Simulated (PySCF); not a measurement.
C₄H₄ClF, SMILES C=C(F)/C=C\Cl.

Coordinates come from a B3LYP-D3(BJ)/def2-SVP optimisation. The structure was generated by enumeration; whether it is a known compound was not checked. One conformer was computed; it need not be the lowest.

Computed with PBE/def2-TZVP run with PySCF.

Gas-phase values at a fixed geometry.

The total energy is -714.46057 hartree. The point group is Cs and the highest occupied level comes out as -5.85 eV. The lowest empty level comes out as -2.27 eV, the orbital gap comes out as 3.58 eV and the dipole moment is 2.19 D. The quadrupole, principal values (traceless, Buckingham form, about the centre of nuclear charge) is -5.57, 2.45, 3.12 D·Å, the mean static polarisability is 68.5 bohr³ (10.15 Å³) and the polarisability, principal values comes out as 37.8, 57.6, 110.1 bohr³.
